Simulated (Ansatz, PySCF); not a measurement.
Gas-phase reaction in SMILES: [SiH3]O[SiH3] + O (H2O) → 2 O[SiH3] [hydroxysilane]
Each molecule is optimised on its own at B3LYP-D3(BJ)/def2-TZVP (Ansatz, a program for electronic structure). Frequencies are from Ansatz or PySCF.

Property: bond separation energy (enthalpy at 298 K, with B3LYP-D3(BJ) rigid-rotor harmonic-oscillator terms), in kJ/mol. Valence correlation only, unless marked. No spin-orbit coupling. Non-relativistic. Basis-set limits of correlation are two-point, X^-3; Hartree-Fock from the larger set.

| level | program | bond separation energy (kJ/mol) |
|---|---|---|
| HF/aug-cc-pV(Q+d)Z | Ansatz | 23.0 |
| revPBE-D3(BJ)/def2-TZVPD | Ansatz + dftd3 | 17.6 |
| revPBE/def2-TZVPD | Ansatz | 13.7 |
| PBE0-D3(BJ)/def2-TZVP | Ansatz + dftd3 | 16.3 |
| PBE0-D4/def2-TZVP | Ansatz + dftd4 | 16.8 |
| B2PLYP/def2-TZVPD | Ansatz | 18.9 |
| CCSD(T)/CBS(aug-cc-pV(T+d)Z,aug-cc-pV(Q+d)Z) | Ansatz | 21.7 |
